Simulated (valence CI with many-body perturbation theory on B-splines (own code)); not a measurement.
Which ion has this spectrum?

A relativistic CI+MBPT calculation for an atom or ion with 7 electrons gives these levels (cm⁻¹):

| J | Parity | E | g |
| --- | --- | --- | --- |
| 3/2 | odd | 0 | 1.98 |
| 3/2 | odd | 111439 | 0.88 |
| 5/2 | odd | 122179 | 1.20 |
| 1/2 | odd | 185180 | 0.66 |
| 3/2 | odd | 200749 | 1.27 |
| 5/2 | even | 552131 | 1.60 |
| 3/2 | even | 577385 | 1.73 |
| 1/2 | even | 588528 | 2.66 |
| 3/2 | even | 761742 | 0.81 |
| 5/2 | even | 764478 | 1.20 |
| 1/2 | even | 882570 | 1.84 |
| 3/2 | even | 917418 | 1.33 |
| 1/2 | even | 952349 | 0.83 |
| 3/2 | odd | 1442381 | 1.33 |

The energies are calculated, with errors of perhaps 500 cm⁻¹, more in some levels.

(1) Which is it?
A. Sc14+
B. Ca13+
C. V16+
D. Cr17+

## Answers

(1) A. Sc14+, ground level 2s2.2p3 4S°_3/2.
